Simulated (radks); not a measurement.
Q: The oxygen ion O4+, [He] 2s2. Method: non-relativistic Kohn-Sham, r2SCAN, spin-polarised, spherical densities, point nucleus; meta-GGA in the generalised Kohn-Sham scheme; computed with a radial shooting solver on a logarithmic mesh with Libxc functionals. Every spin shell is full or empty, so the densities are truly spherical. Functionals are evaluated on that one density, not self-consistently. Rank these exchange functionals by their error against the exact value of the orbitals, and give that value: LDA, B88, PW91, PW86, AM05, B86b, APBE, TPSS, revTPSS, Tao-Mo, TASK.

A: Exact: -5.95112 hartree. From best to worst, with 100 (|E| - |E exact|)/|E exact| (equal figures are ties): B86b -0.12, B88 -0.18, revTPSS +0.29, TPSS +0.50, APBE +0.58, PW91 -0.66, Tao-Mo +0.66, PW86 +0.69, TASK -2.93, AM05 -10.05, LDA -12.73.
